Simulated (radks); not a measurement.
Problem. The iron ion Fe8+, 18 electrons, occupied as [Ar]. Method: non-relativistic Kohn-Sham, PBE, spin-unpolarised, spherical densities, point nucleus; computed with a radial shooting solver on a logarithmic mesh with Libxc functionals. Some entries of the table are withheld. Estimate them.

orbital  occ.  eigenvalue (eV)  r(max) (bohr)
1s          2        -7113.991        0.03896
2s          2        -992.0651         0.2252
2p          6        -881.4318         0.1811
3s          2        -253.7587         0.6801
3p          6        -219.9778         0.6760
3d          0              (1)         0.6044
4s          0              (2)          1.582

Solution. 
(1) 3d eigenvalue (eV): -165.5884
(2) 4s eigenvalue (eV): -104.3404
